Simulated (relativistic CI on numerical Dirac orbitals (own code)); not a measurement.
Calculated at this level of theory: Dirac-Coulomb-Breit CI, KLI orbitals optimised for each configuration, a model potential for QED, valence Slater integrals scaled by 0.9, configuration energies shifted to the measured levels that pair with them (semi-empirical) (own radial code, finite nucleus).

Configurations in the expansion (outside the closed core 1s2): 2s2 2p5, 2s 2p6, 2s2 2p4 3s, 2s2 2p4 3d, 2s2 2p4 4s, 2s2 2p4 4d, 2s2 2p4 3p, 2p6 3s, 2p6 3p, 2s 2p5 3s, 2s2 2p4 4p, 2p6 3d, 2s2 2p4 4f, 2s 2p5 3p, 2s2 2p3 3s2, 2s 2p5 3d, 2s2 2p3 3s 3p, 2s2 2p3 3p2, 2s2 2p3 3s 3d, 2s 2p5 4s, 2s 2p5 4p, 2s2 2p3 3p 3d, 2s 2p5 4d, 2s 2p5 4f, 2s 2p4 3s2, 2s2 2p3 3d2, 2s 2p4 3s 3p. Levels of other configurations are missing.

Configurations whose levels could be paired with our table of measured levels were shifted onto them, all but the ground configuration, by the median error of their levels; single terms can still be off by 1,000 to 2,000 cm⁻¹ or more, and rates follow the energies as ν³ (E1, M1) or ν⁵ (E2). The others borrow a shift and can be off by several thousand cm⁻¹ or more. 31 of the 32 excited levels that our extract of the measured tables holds in this range could be paired (the sources list more); they are missed by 1751 cm⁻¹ on average and 9998 at most, after the shifts were fitted to these levels, and levels without a partner can miss by more.

Outline of the computed level scheme of Si VI. Lowest level of each configuration: 2s2 2p5 2P°_3/2 at 0.000 eV; 2s 2p6 2S_1/2 at 50.399 eV; 2s2 2p4 3s 4P_5/2 at 122.915 eV; 2s2 2p4 3p 4P°_5/2 at 132.772 eV; 2s2 2p4 3d 4D_7/2 at 146.516 eV.

Some strong electric-dipole decays among the lowest 45 levels: 2s2 2p4 3s 2P_3/2 → 2s2 2p5 2P°_3/2 (7.4e+10 s⁻¹); 2s2 2p4 3s 2P_1/2 → 2s2 2p5 2P°_1/2 (5.6e+10 s⁻¹); 2s2 2p4 3s 2D_5/2 → 2s2 2p5 2P°_3/2 (3.3e+10 s⁻¹); 2s2 2p4 3s 2P_1/2 → 2s2 2p5 2P°_3/2 (3.1e+10 s⁻¹); 2s2 2p4 3s 2D_3/2 → 2s2 2p5 2P°_1/2 (3.0e+10 s⁻¹); 2s 2p6 2S_1/2 → 2s2 2p5 2P°_3/2 (2.1e+10 s⁻¹); 2s2 2p4 3s 2S_1/2 → 2s2 2p5 2P°_3/2 (2.0e+10 s⁻¹); 2s2 2p4 3s 2S_1/2 → 2s2 2p5 2P°_1/2 (1.3e+10 s⁻¹).

LS names give the leading component of a level, which can be under half, so a name can repeat, a term be missing and a line seem to break the LS rules.
